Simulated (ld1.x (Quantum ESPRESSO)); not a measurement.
# Before and after: TM potential for In (Z = 49)

```
Element                 : In (Z = 49)
Generator               : ld1.x (Quantum ESPRESSO) 7.5
Type                    : norm-conserving Troullier–Martins (Kleinman–Bylander form)
Functional              : LDA (PZ)
Relativity              : scalar-relativistic
Frozen core             : [Kr]
Valence charge          : 13
Reference configuration : 4d10 5s2 5p1
Partial waves           : 5s (bound): rc 2.30 bohr; 5p (bound): rc 2.00 bohr; 4d (bound): rc 1.40 bohr
Local potential         : all-electron potential smoothed inside 1.50 bohr (lloc = -1)
Core correction         : Bessel-smoothed model core inside 1.15 bohr
```

All-electron outer shells of the reference configuration (LDA (PZ), scalar-relativistic, ld1.x):

```tsv
shell	level (eV)	outermost node (bohr)	outermost maximum (bohr)
4s	-119.46	0.41	0.77
4p	-78.05	0.42	0.82
4d	-18.71	0.40	0.94
5s	-8.49	1.02	2.13
5p	-2.70	1.14	2.85
```

Change: core [Ar] 3d10, valence charge 21; reference 4s2 4p6 4d10 5s2 5p1; waves now 4s (bound): rc 1.20 bohr; 4p (bound): rc 1.55 bohr; 4d (bound): rc 1.00 bohr; local potential the d channel; core correction none.

Cutoffs: the cutoffs (Ry, on a coarse ladder) from which the occupation-weighted sum of valence levels, in a spherical-Bessel basis at the reference potential, stays within 10 and 1 mRy of its value at 400 Ry; they do not see the model core or the augmentation charge, which bear on the density cutoff. Errors are all-electron minus pseudo energies relative to the spin-unpolarised reference configuration.

Problem. What does the change do?

Solution. The potential gets harder (90 Ry and 140 Ry → 120 Ry and 200 Ry); the bound ghost in p, s disappears; the miss of the reference levels goes from 0.00 to 0.56 eV; the number of tests that count goes from 8 to 9. The added semicore shells are compact, so their waves need more plane waves. Several settings change at once here, so the effects cannot be laid on one of them.

| quantity | base | changed |
| --- | --- | --- |
| cutoff, loose | 90 Ry | 120 Ry |
| cutoff, tight | 140 Ry | 200 Ry |
| loose cutoff by channel (10 mRy a level) | s 10 Ry, p 6 Ry, d 70 Ry | s 100 Ry, p 40 Ry, d 80 Ry |
| bound ghosts | s, p | none |
| largest miss of a reference level, eV | 0.00 | 0.56 |
| tests counted (converged, no solver errors) | 8 of 9 | 9 of 9 |

Base: Tests not counted: 4d9 5s2 5p2 (solver errors, printed error -13.5 eV). These tests converged, but a pseudo level misses the all-electron one widely, so the file describes the atom poorly there or has found another state: 4d10 5s0 5p0: empty 5p by 4.8 eV. Changed file: The 5p, 5s levels have no wave, so the channel is fitted at the deeper level alone: the likely source of the large errors. A true bound ghost makes a file unfit for plane-wave use even where its test errors are small: the radial tests pick states by their node count and pass the ghost by. Where a test does run into it, the solver fails or the error is huge.
